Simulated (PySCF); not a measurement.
I2: everyday levels beside a composite calculation

PySCF; the state is a singlet (closed shell). The composite is CCSD(T) extrapolated to the basis-set limit from two correlation-consistent sets, with core-valence (CV) and scalar-relativistic (SR) terms as its label shows; it has no spin–orbit coupling and nothing beyond (T). Here it is CCSD(T)/CBS(TQ). It gives Re = 2.678 Å, ωe = 223 cm⁻¹ and De = 2.01 eV to I + I.

```
      level         basis                           relativity  Re (Å)  ωe (cm⁻¹)  De (eV)
        RHF  x2c-TZVPPall                        spin-free X2C   2.671        232     0.59
    RHF-MP2  x2c-TZVPPall                        spin-free X2C   2.655        228     1.96
RHF-SCS-MP2  x2c-TZVPPall                        spin-free X2C   2.674        222     1.81
   RHF-CCSD  x2c-TZVPPall                        spin-free X2C   2.680        219     1.61
RHF-CCSD(T)  x2c-TZVPPall                        spin-free X2C   2.691        212     1.78
        PBE  x2c-TZVPPall                        spin-free X2C   2.694        211     2.21
     r²SCAN  x2c-TZVPPall                        spin-free X2C   2.682        218     2.00
    r²SCANh  x2c-TZVPPall                        spin-free X2C   2.672        222     1.94
       PBE0    cc-pVTZ-PP  scalar-relativistic core potentials   2.663        228     2.01
      HSE06  x2c-TZVPPall                        spin-free X2C   2.671        222     2.04
```

Task: Give the difference of each row from the composite.

Result: 

```json
{"level": "RHF", "basis": "x2c-TZVPPall", "ΔRe (pm)": "-0.7", "Δωe (%)": "+4.0", "ΔDe (eV)": "-1.42"}
{"level": "RHF-MP2", "basis": "x2c-TZVPPall", "ΔRe (pm)": "-2.3", "Δωe (%)": "+2.2", "ΔDe (eV)": "-0.05"}
{"level": "RHF-SCS-MP2", "basis": "x2c-TZVPPall", "ΔRe (pm)": "-0.4", "Δωe (%)": "-0.4", "ΔDe (eV)": "-0.20"}
{"level": "RHF-CCSD", "basis": "x2c-TZVPPall", "ΔRe (pm)": "+0.2", "Δωe (%)": "-1.8", "ΔDe (eV)": "-0.40"}
{"level": "RHF-CCSD(T)", "basis": "x2c-TZVPPall", "ΔRe (pm)": "+1.3", "Δωe (%)": "-4.9", "ΔDe (eV)": "-0.23"}
{"level": "PBE", "basis": "x2c-TZVPPall", "ΔRe (pm)": "+1.6", "Δωe (%)": "-5.4", "ΔDe (eV)": "+0.20"}
{"level": "r²SCAN", "basis": "x2c-TZVPPall", "ΔRe (pm)": "+0.4", "Δωe (%)": "-2.2", "ΔDe (eV)": "-0.01"}
{"level": "r²SCANh", "basis": "x2c-TZVPPall", "ΔRe (pm)": "-0.6", "Δωe (%)": "-0.4", "ΔDe (eV)": "-0.07"}
{"level": "PBE0", "basis": "cc-pVTZ-PP", "ΔRe (pm)": "-1.5", "Δωe (%)": "+2.2", "ΔDe (eV)": "+0.00"}
{"level": "HSE06", "basis": "x2c-TZVPPall", "ΔRe (pm)": "-0.7", "Δωe (%)": "-0.4", "ΔDe (eV)": "+0.03"}
```

Task: Which rows come closest in De?

Result: r²SCAN in x2c-TZVPPall (-0.01 eV); PBE0 in cc-pVTZ-PP (+0.00 eV), counted from the composite.

Correlated steps freeze the inner cores (18 to 36 orbitals); shallow outer-core shells are correlated. These are scalar-relativistic numbers at best; spin–orbit coupling would shift them, the dissociation energy most. Where the molecule has an RHF reference, its open-shell atoms are computed with UHF.
